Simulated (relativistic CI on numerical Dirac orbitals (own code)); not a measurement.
**Transition arrays of Xe X**

Calculated at this level of theory: Dirac-Coulomb-Breit CI, orbitals from a KLI potential per configuration, QED by a radiative potential, valence Slater integrals scaled by 0.9, whole transition arrays (own radial code, finite nucleus).

Configuration list (outside the closed core [Ar] 3d10 4s2): 4p⁶4d⁹, 4p⁶4d⁸4f, 4p⁵4d¹⁰, 4p⁶4d⁸5p, 4p⁶4d⁸5f. Levels of other configurations are missing.

All E1 lines from the levels of 4p⁶4d⁹; mean and standard deviation are weighted by gf, and upper levels are sorted by their leading configuration.

| Upper configuration | Lines | Σgf | Mean (eV) | Mean (nm) | σ (eV) | Strongest line (nm) |
| --- | --- | --- | --- | --- | --- | --- |
| 4p⁶4d⁸4f | 82 | 105.6 | 109.79 | 11.293 | 2.86 | 11.286 |
| 4p⁵4d¹⁰ | 2 | 0.0 | 81.01 | 15.304 | 0.22 | 15.300 |
| 4p⁶4d⁸5p | 60 | 10.3 | 83.76 | 14.803 | 1.50 | 14.762 |
| 4p⁶4d⁸5f | 81 | 12.4 | 140.48 | 8.826 | 1.91 | 8.759 |

Σgf per state of the lower configuration in bins of 0.2 nm over the central range (centre: value): 8.7: 0.63, 8.9: 0.46, 9.1: 0.11, 10.9: 0.68, 11.1: 1.01, 11.3: 7.84, 11.5: 0.89, 14.5: 0.20, 14.7: 0.32, 14.9: 0.32.

**Question.** How do configuration mixing and the scaling of the Slater integrals move the arrays?

**Answer.** Slater scale 0.9, no configuration mixing: 4p⁶4d⁸4f 110.7 ± 2.8 eV (Σgf 107.5), 4p⁵4d¹⁰ 94.5 ± 5.1 eV (Σgf 5.5), 4p⁶4d⁸5p 83.8 ± 1.5 eV (Σgf 12.0), 4p⁶4d⁸5f 138.8 ± 1.7 eV (Σgf 0.1); Slater scale 1: 4p⁶4d⁸4f 112.0 ± 3.1 eV (Σgf 106.4), 4p⁵4d¹⁰ 78.6 ± 1.0 eV (Σgf 0.0), 4p⁶4d⁸5p 83.9 ± 1.7 eV (Σgf 10.2), 4p⁶4d⁸5f 140.8 ± 2.1 eV (Σgf 14.4); Slater scale 0.8: 4p⁶4d⁸4f 107.6 ± 2.3 eV (Σgf 104.1), 4p⁵4d¹⁰ 82.1 ± 0.2 eV (Σgf 0.0), 4p⁶4d⁸5p 83.7 ± 1.4 eV (Σgf 10.8), 4p⁶4d⁸5f 140.2 ± 1.8 eV (Σgf 10.8). With mixing, levels are counted to their leading configuration, so an array can shrink or vanish into another, and the sums then hold other lines.
